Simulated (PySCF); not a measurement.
## Excitation energy of Hg⁺ by level of theory

Hg⁺ [Xe] 4f14 5d10 6s1 (2S) → Hg⁺ [Xe] 4f14 5d10 6d1 (2D), as a difference of total energies. All numbers are calculated (PySCF 2.14, scalar relativity through the core potential, in aug-cc-pVTZ-PP with ECP60MDF (6s6p5d3f2g, 88 functions)). Correlated levels: valence: 5s2 5p6 frozen. The calculations carry no spin-orbit coupling.

Question: Order these methods by the excitation energy they give, lowest first.
A. UHF
B. CCSD (valence)
C. MP2 (valence)
D. CCSD(T) (valence)

Answer: A (11.756 eV), B (12.870 eV), D (12.948 eV), C (13.123 eV).

Errors of the correlated levels include the incompleteness of this basis and the frozen core.

For comparison: 13.058 eV (measured; NIST levels, between the centres of gravity of the two terms).
